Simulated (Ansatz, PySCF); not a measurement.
Spin gap between two states, R1 and P1; the higher of the two is an excited state, each structure at its B3LYP-D3(BJ)/def2-TZVP stationary point, reached from a drawn start (curvature not checked).
R1, C6H4 (SMILES [c]1cc[c]cc1) (charge 0, multiplicity 1):
```xyz
10

C      0.000     1.351     0.000
C      1.190     0.739     0.000
C      1.190    -0.739     0.000
C      0.000    -1.351     0.000
C     -1.190    -0.739     0.000
C     -1.190     0.739     0.000
H      2.170     1.192     0.000
H      2.170    -1.192     0.000
H     -2.170    -1.192     0.000
H     -2.170     1.192     0.000
```
P1, C6H4 (SMILES [c]1cc[c]cc1) (charge 0, multiplicity 3):
```
atom    x (Å)    y (Å)   z (Å)
----  -------  -------  ------
C      0.0000   1.3147  0.0000
C      1.2288   0.7019  0.0000
C      1.2288  -0.7019  0.0000
C      0.0000  -1.3147  0.0000
C     -1.2288  -0.7019  0.0000
C     -1.2288   0.7019  0.0000
H      2.1566   1.2612  0.0000
H      2.1566  -1.2612  0.0000
H     -2.1566  -1.2612  0.0000
H     -2.1566   1.2612  0.0000
```

P less R. No zero-point or thermal terms; singlets are restricted closed shells; open shells are unrestricted.

The values were computed with Ansatz (Gaussian orbitals); PySCF for the D3/D4 terms. No computed number here is a measurement.

**Question.** One of these levels gives -3.07 kcal/mol for the spin gap. Name it.
(A) BHLYP/def2-TZVPP
(B) revPBE-D4/def2-TZVPP
(C) r2SCAN/def2-TZVPP
(D) BLYP-D3(BJ)/def2-TZVPP

**Answer.** B, revPBE-D4/def2-TZVPP. The others give -0.04 (BLYP-D3(BJ)/def2-TZVPP), -12.94 (r2SCAN/def2-TZVPP), -34.40 (BHLYP/def2-TZVPP)

Ansatz is a program for electronic structure.
